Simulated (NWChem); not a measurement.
System: BF

Input file for NWChem:

```
start job
memory heap 200 mb stack 900 mb global 1100 mb
geometry units angstroms noautoz
  B      0.000000     0.000000    -0.815066
  F      0.000000     0.000000     0.459570
end
basis spherical
  * library def2-svp
end
dft
  xc xpbe96 cpbe96
  iterations 150
  mulliken
end
task dft energy
```

Parts of the log:

```
             Northwest Computational Chemistry Package (NWChem) 7.3.0
             --------------------------------------------------------

 ORDER OF PRIMARY AXIS IS BEING SET TO 4
 C4V symmetry detected

                             Geometry "geometry" -> ""
                             -------------------------

 Output coordinates in angstroms (scale by  1.889725989 to convert to a.u.)

  No.       Tag          Charge          X              Y              Z
 ---- ---------------- ---------- -------------- -------------- --------------
    1 B                    5.0000     0.00000000     0.00000000    -0.81940886
    2 F                    9.0000     0.00000000     0.00000000     0.45522714

 Effective nuclear repulsion energy (a.u.)      18.6821776609

      Symmetry information
      --------------------

 Group name             C4v
 Group number             18
 Group order               8
 No. of unique centers     2

  pbe96 is a nonlocal functional; adding pw91lda local functional.

                                 NWChem DFT Module
                                 -----------------

 Summary of "ao basis" -> "ao basis" (spherical)
 ------------------------------------------------------------------------------
       Tag                 Description            Shells   Functions and Types
 ---------------- ------------------------------  ------  ---------------------
 B                          def2-svp                 6       14   3s2p1d
 F                          def2-svp                 6       14   3s2p1d

      Symmetry analysis of basis
      --------------------------

        a1         12
        a2          0
        b1          2
        b2          2
        e          12

            General Information
            -------------------
          SCF calculation type: DFT
          Wavefunction type:  closed shell.
          No. of atoms     :     2
          No. of electrons :    14
           Alpha electrons :     7
            Beta electrons :     7
          Charge           :     0
          Spin multiplicity:     1
          Use of symmetry is: on ; symmetry adaption is: on
          Maximum number of iterations: 150
          AO basis - number of functions:    28
                     number of shells:    12
          Convergence on energy requested:  1.00D-06
          Convergence on density requested:  1.00D-05
          Convergence on gradient requested:  5.00D-04

              XC Information
              --------------
          PerdewBurkeErnzerhof Exchange Functional  1.000
            Perdew 1991 LDA Correlation Functional  1.000 local
           PerdewBurkeErnz. Correlation Functional  1.000 non-local

             Grid Information
             ----------------
          Grid used for XC integration:  medium
          Radial quadrature: Mura-Knowles
          Angular quadrature: Lebedev.
          Tag              B.-S. Rad. Rad. Pts. Rad. Cut. Ang. Pts.
          ---              ---------- --------- --------- ---------
          B                   0.85       49           5.0       434
          F                   0.50       49           6.0       434
          Grid pruning is: on
          Number of quadrature shells:    98
          Spatial weights used:  Erf1

      Superposition of Atomic Density Guess
      -------------------------------------

 Sum of atomic energies:        -123.79650604

      Non-variational initial energy
      ------------------------------

 Total energy =    -124.026649
 1-e energy   =    -208.056994
 2-e energy   =      65.348167
 HOMO         =      -0.313113
 LUMO         =       0.051819

      Symmetry analysis of molecular orbitals - initial
      -------------------------------------------------

 !! scf_movecs_sym_adapt:    4 vectors were symmetry contaminated

  Symmetry fudging

 !! scf_movecs_sym_adapt:    2 vectors were symmetry contaminated

  Numbering of irreducible representations:

     1 a1          2 a2          3 b1          4 b2          5 e

  Orbital symmetries:

     1 a1          2 a1          3 a1          4 a1          5 e
     6 e           7 a1          8 e           9 e          10 a1
    11 a1         12 e          13 e          14 a1         15 b1
    16 b2         17 a1

     ---------------------------------------------
      Total Density - Mulliken Population Analysis
     ---------------------------------------------

    Atom       Charge   Shell Charges
 -----------   ------   -------------------------------------------------------
    1 B    5     4.71   1.99  1.11  0.80  0.59  0.13  0.09
    2 F    9     9.29   1.99  1.16  0.69  3.49  1.95  0.00

   convergence    iter        energy       DeltaE   RMS-Dens  Diis-err
 ---------------- ----- ----------------- --------- --------- ---------
 d= 0,ls=0.0,diis     1   -124.3795744511 -1.43D+02  3.81D-02  3.32D-01
 d= 0,ls=0.0,diis     2   -124.1927273987  1.87D-01  2.17D-02  2.55D+00
 d= 0,ls=0.0,diis     3   -124.4234617267 -2.31D-01  4.02D-03  5.13D-03
 d= 0,ls=0.0,diis     4   -124.4240641212 -6.02D-04  1.16D-03  5.84D-04
 d= 0,ls=0.0,diis     5   -124.4241453349 -8.12D-05  6.01D-05  7.70D-07
 d= 0,ls=0.0,diis     6   -124.4241454723 -1.37D-07  7.36D-06  3.57D-08

         Total DFT energy =     -124.424145472287
      One electron energy =     -208.268881115598
           Coulomb energy =       79.433046168518
    Exchange-Corr. energy =      -14.270488186113
 Nuclear repulsion energy =       18.682177660906

 Numeric. integr. density =       13.999997463472

                  Occupations of the irreducible representations
                  ----------------------------------------------

                     irrep           alpha         beta
                     --------     --------     --------
                     a1                5.0          5.0
                     a2                0.0          0.0
                     b1                0.0          0.0
                     b2                0.0          0.0
                     e                 2.0          2.0

                       DFT Final Molecular Orbital Analysis
                       ------------------------------------

 Vector    5  Occ=2.000000D+00  E=-4.674061D-01  Symmetry=e
              MO Center= -2.5D-14,  1.5D-15,  3.4D-01, r^2= 5.7D-01
   Bfn.  Coefficient  Atom+Function         Bfn.  Coefficient  Atom+Function
  ----- ------------  ---------------      ----- ------------  ---------------
    18      0.642876  2 F  px                21     -0.401397  2 F  px
     4      0.179387  1 B  px                 7     -0.063966  1 B  px
    13      0.042053  1 B  d  1              19     -0.040003  2 F  py

 Vector    6  Occ=2.000000D+00  E=-4.674061D-01  Symmetry=e
              MO Center= -1.2D-16,  6.8D-17,  3.4D-01, r^2= 5.7D-01
   Bfn.  Coefficient  Atom+Function         Bfn.  Coefficient  Atom+Function
  ----- ------------  ---------------      ----- ------------  ---------------
    19      0.642876  2 F  py                22     -0.401397  2 F  py
     5      0.179387  1 B  py                 8     -0.063966  1 B  py
    11     -0.042053  1 B  d -1              18      0.040003  2 F  px

 Vector    7  Occ=2.000000D+00  E=-2.430593D-01  Symmetry=a1
              MO Center= -2.4D-15, -1.1D-15, -1.2D+00, r^2= 1.4D+00
   Bfn.  Coefficient  Atom+Function         Bfn.  Coefficient  Atom+Function
  ----- ------------  ---------------      ----- ------------  ---------------
     2      0.505066  1 B  s                  3      0.488497  1 B  s
     6      0.343842  1 B  pz                 1      0.226924  1 B  s
    20     -0.171807  2 F  pz                 9     -0.096038  1 B  pz
    16     -0.086544  2 F  s                 23      0.070169  2 F  pz
    17     -0.057182  2 F  s                 12     -0.047414  1 B  d  0

 Vector    8  Occ=0.000000D+00  E=-7.521611D-02  Symmetry=e
              MO Center=  1.3D-15, -1.5D-15, -7.7D-01, r^2= 1.8D+00
   Bfn.  Coefficient  Atom+Function         Bfn.  Coefficient  Atom+Function
  ----- ------------  ---------------      ----- ------------  ---------------
     5     -0.451445  1 B  py                 4      0.447343  1 B  px
     8      0.375406  1 B  py                 7     -0.371994  1 B  px
    19      0.201512  2 F  py                18     -0.199681  2 F  px
    22     -0.180083  2 F  py                21      0.178447  2 F  px

 Vector    9  Occ=0.000000D+00  E=-7.521611D-02  Symmetry=e
              MO Center= -9.4D-16,  1.9D-15, -7.7D-01, r^2= 1.8D+00
   Bfn.  Coefficient  Atom+Function         Bfn.  Coefficient  Atom+Function
  ----- ------------  ---------------      ----- ------------  ---------------
     4      0.451445  1 B  px                 5      0.447343  1 B  py
     7     -0.375406  1 B  px                 8     -0.371994  1 B  py
    18     -0.201512  2 F  px                19     -0.199681  2 F  py
    21      0.180083  2 F  px                22      0.178447  2 F  py

 Vector   10  Occ=0.000000D+00  E= 8.425485D-02  Symmetry=a1
              MO Center=  1.7D-14, -6.4D-16, -2.6D-01, r^2= 3.6D+00
   Bfn.  Coefficient  Atom+Function         Bfn.  Coefficient  Atom+Function
  ----- ------------  ---------------      ----- ------------  ---------------
     9      1.048009  1 B  pz                 3      0.941948  1 B  s
    17     -0.749320  2 F  s                  2     -0.283339  1 B  s
     6     -0.260453  1 B  pz                16     -0.190903  2 F  s
    23      0.112026  2 F  pz                15     -0.097182  2 F  s
    20     -0.080639  2 F  pz

     ---------------------------------------------
      Total Density - Mulliken Population Analysis
     ---------------------------------------------

    Atom       Charge   Shell Charges
 -----------   ------   -------------------------------------------------------
    1 B    5     5.06   1.99  1.11  0.76  0.92  0.17  0.11
    2 F    9     8.94   1.99  1.16  0.67  3.35  1.76  0.01

[...]
```

Level: PBE/def2-SVP. Coordinates come from a PBE-D3(BJ)/def2-SVP optimisation.
